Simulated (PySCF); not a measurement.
silole (C4H6Si), SMILES C1=C[SiH2]C=C1. Atoms are numbered in the order given.

```xyz
11

C      0.0000    -0.7406    -1.2943
C      0.0000    -1.3581    -0.0870
Si     0.0000     0.0000     1.2060
C      0.0000     1.3581    -0.0870
C      0.0000     0.7406    -1.2943
H      0.0000    -1.2809    -2.2497
H      0.0000    -2.4467     0.0109
H     -1.2102     0.0000     2.0848
H      1.2102     0.0000     2.0848
H      0.0000     2.4467     0.0109
H      0.0000     1.2809    -2.2497
```
Charge 0, spin multiplicity 1.

The structure is a stationary point at r2SCAN-D4/def2-SVP.

All values below come from PySCF with PBE0/def2-TZVP.

Atomic charges (e):

```
atom  Löwdin  Mulliken
----  ------  --------
C1     -0.16     -0.10
C2     -0.25     -0.26
Si3     0.32      0.28
C4     -0.25     -0.26
C5     -0.16     -0.10
H6      0.14      0.12
H7      0.13      0.13
H8     -0.02     -0.02
H9     -0.02     -0.02
H10     0.13      0.13
H11     0.14      0.12
```

Q: Give the Mayer and Wiberg (Löwdin basis) orders of the bonds. (Estimate from the structure and the level; the computed values follow.)

A: 
```
bond    Mayer  Wiberg
------  -----  ------
C1–C2    1.88    1.99
C2–Si3   1.00    1.09
Si3–C4   1.00    1.09
C1–C5    1.06    1.25
C4–C5    1.88    1.99
C1–H6    0.94    0.84
C2–H7    0.94    0.86
Si3–H8   0.94    0.91
Si3–H9   0.94    0.91
C4–H10   0.94    0.86
C5–H11   0.94    0.84
```
